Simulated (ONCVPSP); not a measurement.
## Before and after: ONCV potential for Ag (Z = 47)

- Element: silver (Ag)
- Generator: ONCVPSP 4.0.1
- Type: optimised norm-conserving Vanderbilt (ONCV)
- Functional: PBE
- Relativity: scalar-relativistic
- Frozen core: [Ar] 3d10
- Valence charge: 19
- Reference configuration: 4s2 4p6 4d10 5s1
- Partial waves: 4s+5s: rc 1.25 bohr, ncon 3, nbas 8, qcut 10.5 1/bohr, 2 projectors; 4p: rc 1.00 bohr, ncon 4, nbas 7, qcut 7.1 1/bohr, 1 projector; 4d: rc 1.75 bohr, ncon 4, nbas 8, qcut 9.7 1/bohr, 3 projectors, debl 3.9 Ha
- Local potential: polynomial inside 0.80 bohr (lpopt 5, dvloc0 1 Ha)
- Core correction: polynomial model core, fcfact 0.15

All-electron outer shells of the reference configuration (PBE, scalar-relativistic, ld1.x):

```
shell  level (eV)  outermost node (bohr)  outermost maximum (bohr)
   3d     -358.48                      –                      0.27
   4s      -95.05                   0.44                      0.82
   4p      -58.57                   0.44                      0.87
   4d       -7.44                   0.43                      1.04
   5s       -4.40                   1.11                      2.49
```

Change: p: ncon 5, nbas 8.

Cutoffs: the cutoffs (Ha) at which the residual kinetic energy of the hardest occupied pseudo-wave falls to 1 and 0.1 mHa per electron; they do not see the model core or the augmentation charge, which bear on the density cutoff. Errors are all-electron minus pseudo energies relative to the spin-unpolarised reference configuration.

Question: Predict the effect on cutoff, ghosts and configuration errors.

Answer: The potential gets harder (128 Ha and 152 Ha → 155 Ha and 188 Ha); the errors of the 4 common tests hardly move; neither file shows a bound ghost.

```tsv
quantity	base	changed
cutoff, loose	128 Ha	155 Ha
cutoff, tight	152 Ha	188 Ha
loose cutoff by channel	s 38 Ha, p 128 Ha, d 30 Ha	s 38 Ha, p 155 Ha, d 30 Ha
bound ghosts	none	none
GHOST(+) flags under 300 eV	s at 90.0 eV	s at 90.0 eV
error for 4s2 4p6 4d10 5s0, meV [ΔE 7.76 eV]	-1.1	-1.1
error for 4s2 4p6 4d9 5s0, meV [ΔE 29.87 eV]	-3.2	-3.2
error for 4s2 4p6 4d8 5s0, meV [ΔE 66.06 eV]	-0.6	-0.8
error for 4s2 4p6 4d10 5s0.5, meV [ΔE 3.02 eV]	-0.5	-0.5
s: phases at 1.27 bohr within 0.05 rad from the reference energy up to (Ha; the scan ends near 5)	n/a	n/a
p: phases at 1.02 bohr within 0.05 rad from the reference energy up to (Ha; the scan ends near 5)	2.7	3.0
d: phases at 1.77 bohr within 0.05 rad from the reference energy up to (Ha; the scan ends near 5)	to the end of the scan	to the end of the scan
rms error of d²Exc/dni dnj with the model core, mHa	0.29	0.30
```
